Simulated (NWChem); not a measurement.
Species: GeSiH₅Cl; SMILES Cl[SiH2][GeH3]

All runs: NWChem. B3LYP is NWChem's, with the RPA form of VWN correlation. The level has its own optimisation; frequencies are unscaled.

What does the run give for B3LYP/3-21G? Quantities: r Cl–Si (Å); r Ge–Si (Å); r H–Si (Å); highest harmonic frequency (cm⁻¹); lowest (cm⁻¹); zero-point energy (kcal/mol); dipole (D).


```yaml
r Cl–Si (Å): 2.212
r Ge–Si (Å): 2.403
r H–Si (Å): 1.492
highest harmonic frequency (cm⁻¹): 2231
lowest (cm⁻¹): 96
zero-point energy (kcal/mol): 25.6
dipole (D): 3.21
```
